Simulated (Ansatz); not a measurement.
# Molecular dynamics of ClFH4HfO2Si

The input (input.yaml):

```yaml
crystal:
  periodic: [false, false, false]
  atoms:
    - { symbol: Hf, position_ang: [0.085206, 0.075233, 0.193453] }
    - { symbol: Cl, position_ang: [0.492391, 0.857395, 2.403269] }
    - { symbol: O, position_ang: [1.738358, -0.371444, -0.669292] }
    - { symbol: H, position_ang: [2.532631, -0.662502, -1.134003] }
    - { symbol: F, position_ang: [-0.819916, 1.42895, -0.830354] }
    - { symbol: O, position_ang: [-1.068509, -1.488127, 0.271616] }
    - { symbol: Si, position_ang: [-2.002431, -2.885536, 0.325153] }
    - { symbol: H, position_ang: [-2.032531, -3.410572, 1.733225] }
    - { symbol: H, position_ang: [-3.401307, -2.572265, -0.126686] }
    - { symbol: H, position_ang: [-1.405091, -3.925231, -0.583081] }
basis:
  gaussian: { orbitals: def2-SVP }
hamiltonian:
  xc: pbe
md:
  timestep: 0.5
  n_steps: 250
  ensemble: nvt_langevin
  temperature: 100.0
  initial_velocities: maxwell_boltzmann
  seed: 647210
  friction: 0.01
```

Command:

```bash
$ ansatz run input.yaml --threads 4 --pin off --max-ram 5120MiB --backend cpu --events-out ev --progress --plain --runs-dir out
```

It starts from a relaxed structure.

Output, in part (one step line in 5, the closing report, with atoms numbered from 0):

```
md step     0: t =     0.00 fs  T =    90.0 K  F+E_penalty+E_count = -28564.90206959 eV  E_kin = 0.116334 eV  (30 SCF iters)
md step     5: t =     2.50 fs  T =    71.4 K  F+E_penalty+E_count = -28564.88845804 eV  E_kin = 0.092290 eV  (32 SCF iters)
md step    10: t =     5.00 fs  T =    61.2 K  F+E_penalty+E_count = -28564.87068192 eV  E_kin = 0.079156 eV  (32 SCF iters)
md step    15: t =     7.50 fs  T =    63.8 K  F+E_penalty+E_count = -28564.87242203 eV  E_kin = 0.082516 eV  (32 SCF iters)
md step    20: t =    10.00 fs  T =    61.5 K  F+E_penalty+E_count = -28564.86825447 eV  E_kin = 0.079465 eV  (32 SCF iters)
md step    25: t =    12.50 fs  T =    49.3 K  F+E_penalty+E_count = -28564.86054659 eV  E_kin = 0.063739 eV  (31 SCF iters)
md step    30: t =    15.00 fs  T =    63.5 K  F+E_penalty+E_count = -28564.87452819 eV  E_kin = 0.082028 eV  (32 SCF iters)
md step    35: t =    17.50 fs  T =    62.4 K  F+E_penalty+E_count = -28564.87881394 eV  E_kin = 0.080700 eV  (31 SCF iters)
md step    40: t =    20.00 fs  T =    57.5 K  F+E_penalty+E_count = -28564.86937260 eV  E_kin = 0.074356 eV  (32 SCF iters)
md step    45: t =    22.50 fs  T =    52.1 K  F+E_penalty+E_count = -28564.87091493 eV  E_kin = 0.067289 eV  (31 SCF iters)
md step    50: t =    25.00 fs  T =    51.7 K  F+E_penalty+E_count = -28564.86655457 eV  E_kin = 0.066866 eV  (32 SCF iters)
md step    55: t =    27.50 fs  T =    45.6 K  F+E_penalty+E_count = -28564.85772675 eV  E_kin = 0.058885 eV  (31 SCF iters)
md step    60: t =    30.00 fs  T =    52.7 K  F+E_penalty+E_count = -28564.85957045 eV  E_kin = 0.068056 eV  (32 SCF iters)
md step    65: t =    32.50 fs  T =    38.2 K  F+E_penalty+E_count = -28564.85321824 eV  E_kin = 0.049401 eV  (33 SCF iters)
md step    70: t =    35.00 fs  T =    49.9 K  F+E_penalty+E_count = -28564.85561591 eV  E_kin = 0.064446 eV  (33 SCF iters)
md step    75: t =    37.50 fs  T =    46.0 K  F+E_penalty+E_count = -28564.84999215 eV  E_kin = 0.059475 eV  (33 SCF iters)
md step    80: t =    40.00 fs  T =    41.5 K  F+E_penalty+E_count = -28564.84756615 eV  E_kin = 0.053640 eV  (31 SCF iters)
md step    85: t =    42.50 fs  T =    54.4 K  F+E_penalty+E_count = -28564.84726645 eV  E_kin = 0.070357 eV  (31 SCF iters)
md step    90: t =    45.00 fs  T =    62.2 K  F+E_penalty+E_count = -28564.84612540 eV  E_kin = 0.080432 eV  (32 SCF iters)
md step    95: t =    47.50 fs  T =    62.4 K  F+E_penalty+E_count = -28564.84316384 eV  E_kin = 0.080646 eV  (32 SCF iters)
md step   100: t =    50.00 fs  T =    66.7 K  F+E_penalty+E_count = -28564.84022315 eV  E_kin = 0.086157 eV  (33 SCF iters)
md step   105: t =    52.50 fs  T =    66.1 K  F+E_penalty+E_count = -28564.84679191 eV  E_kin = 0.085419 eV  (32 SCF iters)
md step   110: t =    55.00 fs  T =    65.5 K  F+E_penalty+E_count = -28564.85088094 eV  E_kin = 0.084610 eV  (32 SCF iters)
md step   115: t =    57.50 fs  T =    63.3 K  F+E_penalty+E_count = -28564.85768152 eV  E_kin = 0.081836 eV  (32 SCF iters)
md step   120: t =    60.00 fs  T =    75.5 K  F+E_penalty+E_count = -28564.86082775 eV  E_kin = 0.097545 eV  (31 SCF iters)
md step   125: t =    62.50 fs  T =    81.4 K  F+E_penalty+E_count = -28564.86147499 eV  E_kin = 0.105180 eV  (31 SCF iters)
md step   130: t =    65.00 fs  T =    75.6 K  F+E_penalty+E_count = -28564.85545590 eV  E_kin = 0.097679 eV  (32 SCF iters)
md step   135: t =    67.50 fs  T =    79.6 K  F+E_penalty+E_count = -28564.85385253 eV  E_kin = 0.102869 eV  (31 SCF iters)
md step   140: t =    70.00 fs  T =    84.1 K  F+E_penalty+E_count = -28564.85890682 eV  E_kin = 0.108735 eV  (32 SCF iters)
md step   145: t =    72.50 fs  T =    79.6 K  F+E_penalty+E_count = -28564.85688344 eV  E_kin = 0.102939 eV  (32 SCF iters)
md step   150: t =    75.00 fs  T =    75.0 K  F+E_penalty+E_count = -28564.85355381 eV  E_kin = 0.096975 eV  (32 SCF iters)
md step   155: t =    77.50 fs  T =    69.7 K  F+E_penalty+E_count = -28564.85533658 eV  E_kin = 0.090080 eV  (31 SCF iters)
md step   160: t =    80.00 fs  T =    82.9 K  F+E_penalty+E_count = -28564.85434935 eV  E_kin = 0.107149 eV  (32 SCF iters)
md step   165: t =    82.50 fs  T =    65.3 K  F+E_penalty+E_count = -28564.84379035 eV  E_kin = 0.084404 eV  (32 SCF iters)
md step   170: t =    85.00 fs  T =    63.7 K  F+E_penalty+E_count = -28564.84091810 eV  E_kin = 0.082378 eV  (32 SCF iters)
md step   175: t =    87.50 fs  T =    92.7 K  F+E_penalty+E_count = -28564.85428140 eV  E_kin = 0.119801 eV  (31 SCF iters)
md step   180: t =    90.00 fs  T =    91.4 K  F+E_penalty+E_count = -28564.83728972 eV  E_kin = 0.118143 eV  (32 SCF iters)
md step   185: t =    92.50 fs  T =    91.1 K  F+E_penalty+E_count = -28564.83421746 eV  E_kin = 0.117817 eV  (32 SCF iters)
md step   190: t =    95.00 fs  T =    92.0 K  F+E_penalty+E_count = -28564.82574555 eV  E_kin = 0.118927 eV  (32 SCF iters)
md step   195: t =    97.50 fs  T =    70.6 K  F+E_penalty+E_count = -28564.80517206 eV  E_kin = 0.091256 eV  (30 SCF iters)
md step   200: t =   100.00 fs  T =    81.1 K  F+E_penalty+E_count = -28564.81825816 eV  E_kin = 0.104863 eV  (32 SCF iters)
md step   205: t =   102.50 fs  T =    93.0 K  F+E_penalty+E_count = -28564.83009322 eV  E_kin = 0.120191 eV  (32 SCF iters)
md step   210: t =   105.00 fs  T =    91.4 K  F+E_penalty+E_count = -28564.83028599 eV  E_kin = 0.118104 eV  (33 SCF iters)
md step   215: t =   107.50 fs  T =    96.5 K  F+E_penalty+E_count = -28564.83999544 eV  E_kin = 0.124679 eV  (33 SCF iters)
md step   220: t =   110.00 fs  T =    90.8 K  F+E_penalty+E_count = -28564.84617779 eV  E_kin = 0.117405 eV  (33 SCF iters)
md step   225: t =   112.50 fs  T =    74.7 K  F+E_penalty+E_count = -28564.83029124 eV  E_kin = 0.096518 eV  (32 SCF iters)
md step   230: t =   115.00 fs  T =    74.8 K  F+E_penalty+E_count = -28564.83468791 eV  E_kin = 0.096622 eV  (32 SCF iters)
md step   235: t =   117.50 fs  T =    77.0 K  F+E_penalty+E_count = -28564.84949885 eV  E_kin = 0.099556 eV  (32 SCF iters)
md step   240: t =   120.00 fs  T =    88.6 K  F+E_penalty+E_count = -28564.84606356 eV  E_kin = 0.114552 eV  (32 SCF iters)
md step   245: t =   122.50 fs  T =    96.6 K  F+E_penalty+E_count = -28564.85805688 eV  E_kin = 0.124879 eV  (32 SCF iters)
md step   250: t =   125.00 fs  T =   102.0 K  F+E_penalty+E_count = -28564.86863517 eV  E_kin = 0.131900 eV  (31 SCF iters)
Total energy: -28564.86871062 eV, -1049.7395631520 hartree
Atom 0 at     0.084596     0.161510     0.190445 Å, force     0.432642     0.141120    -0.012635 eV/Å
Atom 1 at     0.378479     1.155231     2.330428 Å, force    -0.008359    -0.059966     0.026863 eV/Å
Atom 2 at     1.800051    -0.020167    -0.671125 Å, force    -0.389575     0.005501     0.166685 eV/Å
Atom 3 at     2.617120    -0.164640    -1.157866 Å, force     0.139608    -0.034954    -0.074193 eV/Å
Atom 4 at    -0.994177     1.380606    -0.827150 Å, force    -0.096498    -0.047523    -0.084186 eV/Å
Atom 5 at    -0.813519    -1.556115     0.355153 Å, force    -0.404669    -0.123207     0.094375 eV/Å
Atom 6 at    -1.922285    -2.834764     0.486895 Å, force     0.384142     0.365777    -0.197188 eV/Å
Atom 7 at    -1.904624    -3.365385     1.885727 Å, force    -0.022693    -0.042866     0.091253 eV/Å
Atom 8 at    -3.308628    -2.366967     0.127982 Å, force     0.052867    -0.006243     0.027723 eV/Å
Atom 9 at    -1.460408    -3.876812    -0.481276 Å, force    -0.087465    -0.197638    -0.038697 eV/Å
Dipole moment:     0.234288    -0.461186    -0.314954 e Å
```

All steps were run. The mean temperature of the second half is 17 % below the set value. A run of 0.12 ps of so small a system gives no equilibrium averages.

The same pairs are bonded in the first frame and the last. Pairs count as bonded within 1.25 times the sum of covalent radii (0.12 Å more for H–H).

Last frame:

```xyz
10
Properties=species:S:1:pos:R:3
Hf 0.085 0.162 0.190
Cl 0.379 1.155 2.330
O 1.800 -0.020 -0.671
H 2.617 -0.165 -1.158
F -0.994 1.381 -0.827
O -0.814 -1.556 0.355
Si -1.922 -2.835 0.487
H -1.905 -3.365 1.886
H -3.309 -2.367 0.128
H -1.460 -3.877 -0.481
```

The run took 7 min on 4 threads of Arm Neoverse V2, on a shared host, peak memory 0.19 GiB.
